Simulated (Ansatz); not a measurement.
The cluster Si₃B⁻, relaxed as a singlet with RKS PBE0-D4/def2-TZVPD in Ansatz, starting from the GFN1-xTB geometry. Force threshold 0.02 eV/Å.

The restricted singlet is unstable towards broken spin symmetry at other levels; at PBE0-D4/def2-TZVPD this wasn't settled. Another isomer (singlet) lies 2.73 eV lower at PBE0-D4/def2-TZVPD; other spin states weren't run for this one.

Start:

Cartesian coordinates in Å:
```
B -0.3986 -1.2104 -0.6573
Si 1.3892 -1.1544 -1.1006
Si -0.9451 1.9541 1.4855
Si -0.0455 0.4108 0.2724
```

```
step  energy (eV)  largest force component (eV/Å)  SCF passes
   1  -24295.2123                           0.948          22
   2  -24295.2519                           0.534          28
   3  -24295.2728                           0.088          29
   4  -24295.2837                           0.221          32
   5  -24295.2873                           0.030          30
   6  -24295.2874                           0.010          31
```

Force components are those of the run's own axes.

End:

```xyz
4

B    -0.327   -1.254   -0.704
Si    1.448   -1.109   -1.087
Si   -0.819    2.055    1.516
Si   -0.303    0.308    0.275
```

By distances, no bond broke or formed. The bond that changes most is Si2–Si4, from 2.53 to 2.63 Å (atoms count from 1).

No frequencies were taken in this run, so the end may be a saddle point.

Run time 15 s (2 threads of Arm Neoverse V2 on a shared host).
